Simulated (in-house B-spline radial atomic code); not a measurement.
RPA and G0W0 on BHandHLYP: Br XXXII (Br31+)

Configuration [He] 2s2, mean-field start BHandHLYP. Computed with an all-electron radial atomic-structure program (B-spline basis): all electrons, non-relativistic, point nucleus, each spin shell either full or empty, empty states to l = 9 with an (l + 1/2)⁻⁴ tail; G0W0 by contour deformation at full frequency.

Command:
```bash
python run_gw.py task.json out
```
Settings (radii: box in bohr, nucleus in fm):
```
Z                        35
electrons                4
configuration            [He] 2s2
hamiltonian              nr
method                   bhandhlyp
lmax                     9
spin_polarised           False
box_radius               2.97
intervals                45
ion_configuration        [He] 2s1
```

Cost of the run: 1.5 s on 1 thread of Arm Neoverse N1, on a shared host.

Energies (hartree):

| term | value |
| --- | --- |
| mean-field total | -1477.20226 |
| Hartree-Fock functional on these orbitals | -1477.07370 |
| direct second order | -0.74829 |
| second-order exchange | 0.37016 |
| SOSEX correction | 0.2857 |

**Question.** What is the RPA correlation energy, and what remains with SOSEX?

**Answer.** RPA gives -0.57851 hartree (-3.94 eV per electron); RPA + SOSEX gives -0.29282, and the second-order doubles -0.37814 hartree (no singles). SOSEX takes back 49 % of the RPA value.

Quasi-particle levels (eV):

```
level  occupied  mean field  Σx - vxc    Σc  QP weight       G0W0
   2s       yes    -3633.64    -23.62     ?          ?          ?
   1s       yes   -15600.40   -112.86  4.66      0.997  -15708.61
   2p        no    -3498.88     35.28  0.37      0.990   -3463.24
```

G0W0 = mean field + (Σx - vxc) + Σc, with Σc (partial-wave tail included) taken at the quasi-particle energy.

**Question.** Where does G0W0 put 2s?

**Answer.** At -3667.16 eV, with Σc = -9.90 eV and a quasi-particle weight of 0.974. The tabulated removal energy is 3735 ± 4 eV (NIST, semi-empirical); the calculation leaves out relativity, Breit and QED terms, and what these don't explain is the method's own error.

**Question.** What does it cost to remove one electron (to [He] 2s1) by differences of total energies, each species on its own start (correlation terms add to the Hartree-Fock functional)?

**Answer.** BHandHLYP 3659.32 eV, Hartree-Fock functional 3656.98 eV, + RPA 3666.08 eV, + RPA + SOSEX 3663.53 eV, + second order 3665.83 eV. Tabulated: 3735 ± 4 eV (NIST, semi-empirical); the calculation leaves out relativity, Breit and QED terms, and what these don't explain is the method's own error.
